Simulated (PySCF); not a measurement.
C₂H₆Si, charge -1, multiplicity 2. Atoms are numbered in the order given.

```xyz
9

Si     0.0000     0.0000     0.8114
C     -1.4594     0.0000    -0.5362
H     -2.4582     0.0000    -0.0652
H     -1.4098    -0.8888    -1.1986
H     -1.4098     0.8888    -1.1986
C      1.4594     0.0000    -0.5362
H      1.4098     0.8888    -1.1986
H      1.4098    -0.8888    -1.1986
H      2.4582     0.0000    -0.0652
```
Charge -1, spin multiplicity 2.

Geometry optimised at B3LYP-D3(BJ)/def2-SVPD. The multiplicity is an assumed one; other spin states were not compared. The isomer is the one that the SMILES or the coordinates give; other isomers of the formula were not compared.

Method: CAM-B3LYP/def2-TZVPD (PySCF).

Isolated molecule, no solvent. A positive occupied level means that this level leaves the electron formally unbound; only the finite basis holds it.

```json
{
 "total_energy": "-369.27273 hartree",
 "point_group": "C2v",
 "α spin, highest occupied and lowest empty level": "0.19 and 4.74 eV",
 "β spin, highest occupied and lowest empty level": "-1.38 and 4.73 eV",
 "dipole_moment_about_the_centre_of_nuclear_charge": "3.39 D",
 "mean_static_polarisability": "101.7 bohr³ (15.07 Å³)",
 "polarisability_principal_values": "96.4, 102.5, 106.2 bohr³",
 "⟨S²⟩": "0.759 (pure state 0.75)"
}
```
